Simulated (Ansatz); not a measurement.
```yaml
crystal:
  periodic: [false, false, false]
  atoms:
    - {symbol: C, position_ang: [0.735553, -1.328683, -1.399578]}
    - {symbol: N, position_ang: [0.557077, -0.318960, -0.418475]}
    - {symbol: W, position_ang: [-0.145538, 1.121443, 0.273632]}
    - {symbol: N, position_ang: [-0.897587, 0.549047, 1.969227]}
    - {symbol: O, position_ang: [-1.400552, 1.717807, -0.722763]}
    - {symbol: F, position_ang: [1.194842, 2.422400, 0.486093]}
    - {symbol: H, position_ang: [1.754925, -1.296633, -1.797439]}
    - {symbol: H, position_ang: [0.586791, -2.316144, -0.949935]}
    - {symbol: H, position_ang: [0.030710, -1.218473, -2.230749]}
    - {symbol: H, position_ang: [-0.718697, -0.339518, 2.409015]}
    - {symbol: H, position_ang: [-1.697514, 1.007705, 2.380972]}
basis:
  gaussian: {orbitals: ANO-RCC-VTZP}
hamiltonian: {xc: {name: CCSD(T)}}
output: {forces: true}
```

```sh
$ ansatz run in.yaml --threads 4 --pin off --events-out ev --progress --plain --max-ram 11315MiB
```

How does Ansatz answer? (Best estimate.)

The calculation gave: The program refused the input.
```
Error: YAML parse error: error: line 17 column 19: hamiltonian.xc: no functional is named "CCSD(T)"; the names, which are not case-sensitive, are SVWN5, SPW92, PBE, PBE0, PBEsol, revPBE, revPBE0, RPBE, rPW86-PBE, HSE06, wPBEh, LC-wPBE, HISS, HF, BLYP, B3LYP, B3LYP5, BHLYP, CAM-B3LYP, r2SCAN, r2SCANh, r2SCAN0, r2SCAN50, m-r2SCAN, B97, wB97, wB97X, wB97X-V, B97M-V, wB97M-V, B2PLYP, B2GP-PLYP, PBE0-DH, PBE-QIDH
15 | basis:
16 |   gaussian: {orbitals: ANO-RCC-VTZP}
17 | hamiltonian: {xc: {name: CCSD(T)}}
18 | output: {forces: true}
```

HSE06 is defined as in plane-wave codes.
